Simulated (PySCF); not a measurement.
A structure optimised at PBE0-D3(BJ)/def2-SVP, used in a PySCF frequency run:

```
In
H 1 1.7025
N 1 2.0063 2 131.04
H 3 1.0139 1 122.12 2 22.40
H 3 1.0146 4 111.09 1 -149.60
Cl 1 2.3616 2 118.94 3 -174.60
```

Question: Write its SMILES and formula.

Answer: [NH2][InH][Cl], ClH3InN

Question: What are its rotational constants (standard atomic weights)?

Answer: 10.129, 2.7226, 2.1478 GHz
